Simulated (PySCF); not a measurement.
# Radial density of Sn⁺ (tin, charge +1)

r2SCAN, [Kr] 4d10 5s2 5p1, 2P determinant. All numbers are calculated (PySCF 2.14, a scalar-relativistic core potential, in aug-cc-pVDZ-PP with ECP28MDF). This is the valence pseudo-density: the core potential removes the inner electrons and smooths the orbitals near the nucleus.

```csv
r (bohr),4πr²ρ (e/bohr),4πr²(ρα − ρβ)
0.00821,2.289e-05,0.0000
0.0138,6.112e-05,0.0000
0.0232,0.0001481,0.0000
0.0391,0.0002921,0.0000
0.0657,0.0005871,0.0000
0.111,0.003945,0.0000
0.186,0.05216,0.0001
0.313,0.9312,0.0033
0.526,11.34,0.0441
0.885,21.89,0.0139
1.49,6.506,0.1271
2.50,1.672,0.4496
4.21,0.2109,0.1280
7.08,0.004563,0.0041
11.9,1.740e-05,0.0000
```

Energies and moments cover only the electrons outside the core potential.
